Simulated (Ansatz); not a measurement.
Reaction (substitution at a C–F bond): `[CH3][GeH2][C](=N)F` + HCl → `[CH3][GeH2][C](=N)Cl` + H–F

Computed with Ansatz on PBE0-D4/def2-TZVP structures; ΔE is electronic, products minus reactants. CCSD(T)/CBS is the MP2 limit (def2-TZVPP, def2-QZVPP) plus CCSD(T) − MP2 in def2-TZVPP, frozen cores. This one scheme is used for every species. DFT in def2-TZVPP. HSE06 is defined as in plane-wave codes. For Ge outer-core shells are correlated without core-valence functions, which leaves a few kJ/mol of doubt a bond. Scalar relativity is left out up to krypton. Each species was taken in one conformer, which may not be the lowest.

```json
{"level": "BLYP-D4", "ΔE (kcal/mol)": "0.6", "difference from CCSD(T)/CBS": "2.0"}
{"level": "r2SCANh-D4", "ΔE (kcal/mol)": "1.5", "difference from CCSD(T)/CBS": "2.9"}
{"level": "HSE06-D4", "ΔE (kcal/mol)": "0.4", "difference from CCSD(T)/CBS": "1.8"}
{"level": "BHLYP-D4", "ΔE (kcal/mol)": "1.8", "difference from CCSD(T)/CBS": "3.2"}
{"level": "r2SCAN", "ΔE (kcal/mol)": "1.9", "difference from CCSD(T)/CBS": "3.3"}
{"level": "r2SCANh", "ΔE (kcal/mol)": "1.8", "difference from CCSD(T)/CBS": "3.2"}
{"level": "MP2/def2-TZVPP", "ΔE (kcal/mol)": "-2.3", "difference from CCSD(T)/CBS": "-0.9"}
{"level": "CCSD/def2-TZVPP", "ΔE (kcal/mol)": "1.2", "difference from CCSD(T)/CBS": "2.6"}
{"level": "HF/def2-QZVPP", "ΔE (kcal/mol)": "5.3", "difference from CCSD(T)/CBS": "6.7"}
{"level": "MP2/def2-QZVPP", "ΔE (kcal/mol)": "-3.3", "difference from CCSD(T)/CBS": "-1.9"}
{"level": "CCSD(T)/CBS", "ΔE (kcal/mol)": "-1.4", "difference from CCSD(T)/CBS": "0"}
```

**Question.** What do rigid-rotor, harmonic-oscillator terms from PBE0-D4/def2-TZVP frequencies (298.15 K, 1 bar) make of the CCSD(T)/CBS value? (Estimate.)

**Answer.** Ansatz gave: ΔZPE = +0.6 kcal/mol, ΔH = -0.6 kcal/mol, ΔS = -4 J/(mol·K), ΔG = -0.3 kcal/mol. Modes under 50 cm⁻¹ make the entropy rough.

Largest T1 diagnostic among the species: 0.013.

At CCSD(T), def2-SVP lies +5.1 kcal/mol from the extrapolated value and def2-TZVPP +1.7 kcal/mol. The D4 term adds −1.9 kcal/mol with B3LYP and −1.0 kcal/mol with PBE0; it sums over pairs of atoms, weighted by their polarisabilities, and B3LYP, whose exchange is more repulsive, gets the larger term. Leaving LDA and LC-ωPBE aside and taking each functional with its dispersion term where it has one, the values, not all of them listed here, spread over 3.9 kcal/mol, from revPBE-D4 to CAM-B3LYP-D4.

CCSD(T)/CBS has its own doubt, a few kJ/mol and more with outer-core shells, so smaller differences from it don't rank the levels.

B3LYP here is the variant with VWN-RPA as its local correlation; programs differ in this.
